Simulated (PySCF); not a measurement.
A geometry optimisation on `[SiH3]N([SiH3])[SiH2][GeH2][GeH3]`.

Computed with PBE0-D3(BJ)/def2-SVP geometry optimisation, gas phase (PySCF 2.14.0). Start geometry: GFN2-xTB. The input is one job of a driver script: a line of settings, then coordinates in Å.

Input:
```
{"job": {"xc": "PBE0", "basis": "def2-SVP", "d3": "d3bj", "grid": 1, "kind": "geom"}, "charge": 0, "multiplicity": 1}
Si    -0.862594     1.642861     0.114121
N     -1.464770     0.022114     0.343400
Si    -3.037680    -0.451608    -0.243048
Si    -0.343347    -1.200209     0.870895
Ge     1.580520    -1.160696    -0.462303
Ge     3.163152     0.598983    -0.182939
H     -1.996177     2.551990     0.248254
H      0.142491     1.886934     1.153227
H     -0.258354     1.757578    -1.221219
H     -3.857499     0.752915    -0.325049
H     -2.902364    -1.076222    -1.563255
H     -3.584540    -1.402324     0.723263
H     -0.006116    -0.923978     2.275045
H     -1.012946    -2.499121     0.794746
H      1.306850    -1.238661    -1.954524
H      2.376233    -2.446677    -0.298153
H      3.407568     0.970475     1.255384
H      2.791287     1.904961    -0.828763
H      4.548484     0.319934    -0.706545
```

Output:
```
step   0  E = -5083.31299201  max force = 0.015169
step   1  E = -5083.32371217  max force = 0.004807
step   2  E = -5083.32444712  max force = 0.001137
step   3  E = -5083.32452903  max force = 0.000641
step   4  E = -5083.32462139  max force = 0.001147
step   5  E = -5083.32471519  max force = 0.001382
step   6  E = -5083.32485222  max force = 0.001266
step   7  E = -5083.32499079  max force = 0.001141
step   8  E = -5083.32518347  max force = 0.001820
step   9  E = -5083.32532235  max force = 0.002613
step  10  E = -5083.32545686  max force = 0.001751
step  11  E = -5083.32557027  max force = 0.000682
step  12  E = -5083.32561415  max force = 0.000574
step  13  E = -5083.32566698  max force = 0.000618
step  14  E = -5083.32568763  max force = 0.000494
step  15  E = -5083.32570366  max force = 0.000606
step  16  E = -5083.32571367  max force = 0.000676
step  17  E = -5083.32571566  max force = 0.000501
step  18  E = -5083.32571932  max force = 0.000332
optimisation converged
```

Energies in Eh; «max force» is the largest Cartesian gradient component in Eh/bohr.

Problem. Give the first gradient maximum in eV/Å.

Solution. With 1 Eh/bohr = 51.422 eV/Å, 0.780 eV/Å.

Problem. How much energy does the optimisation release, in kcal/mol?

Solution. E(step 0) − E(last step) = 0.012727 Eh, which is 8.0 kcal/mol.

Main results: final energy -5083.32572 Eh after 18 steps; dipole 0.26 D.

Problem. Where do the atoms end?

Solution. 0.694 Å rms from the input after alignment:
```
atom  x, y, z in Å
Si1   -0.9056    1.9801    0.6879
N2    -1.1822    0.2778    0.3697
Si3   -2.4500   -0.2230   -0.7359
Si4   -0.1579   -0.9543    1.0957
Ge5    1.8627   -1.1789   -0.1499
Ge6    3.0169    0.9481   -0.3100
H7    -2.0681    2.6031    1.3921
H8     0.3078    2.0811    1.5547
H9    -0.6672    2.7399   -0.5762
H10   -3.0001    1.0085   -1.3790
H11   -1.9034   -1.1342   -1.7881
H12   -3.5518   -0.9422   -0.0271
H13    0.1535   -0.6048    2.5157
H14   -0.9184   -2.2444    1.0725
H15    1.5245   -1.6595   -1.5774
H16    2.8028   -2.2275    0.4824
H17    3.3635    1.4722    1.0964
H18    2.1132    1.9844   -1.0046
H19    4.3196    0.8100   -1.1202
```

Problem. Estimate the wall time. Hardware: x86-64 server, one thread, no GPU (shared host).

Solution. About 5.9 min.
Labels such as C1 count atoms from 1, the log's own numbers from 0.
